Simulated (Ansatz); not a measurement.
Ideal-gas functions of CH3FGeS, SMILES `F[CH]1[S][GeH2]1` at 298.15 K and 1 bar, from an Ansatz frequency run at PBE0-D4/def2-TZVP.

Molar mass 138.71 g/mol, point group C1 (symmetry number 1), electronic degeneracy 1, moments of inertia 96.074, 163.735, 239.956 u Å². Harmonic wavenumbers (cm⁻¹, unscaled): 236, 339, 396, 493, 534, 561, 620, 750, 845, 1007, 1096, 1314, 2183, 2208, 3157.

Use S(trans) = R[1.5 ln M + 2.5 ln T − 1.1517]; rotational temperatures θ = 24.2544 K / I; S(rot) = R[ln(√π/σ · √(T³/θAθBθC)) + 1.5]; for each mode x = 1.438777 ν̃/T, S = R[x/(eˣ − 1) − ln(1 − e⁻ˣ)] and H = RT x/(eˣ − 1); 1 cm⁻¹ = 0.0119627 kJ/mol; R = 8.31446 J/(mol·K).

Task: By hand: the entropy, in J/(mol·K).

Result: Translation 170.4. Rotation: θ = 0.2525, 0.1481, 0.1011 K, giving 111.5. Vibration, mode by mode: 7.67, 5.09, 4.09, 2.83, 2.42, 2.18, 1.74, 1.05, 0.73, 0.38, 0.27, 0.11, 0.00, 0.00, 0.00, in all 28.6. Electronic 0.0. Sum 310.5 J/(mol·K).

Task: By hand: H − E and G − E in kJ/mol, counted from the electronic energy.

Result: Zero-point energy ½ × 15739 × 0.0119627 = 94.1; thermal vibration 5.7; translation, rotation and pV give 4 RT = 9.9. H − E = 109.7 kJ/mol, and G − E = 109.7 − 298.15 × 310.5/1000 = 17.1 kJ/mol.

Vibration gives 9 % of the entropy. The sum counts one conformer and one mirror image; others add a mixing term.
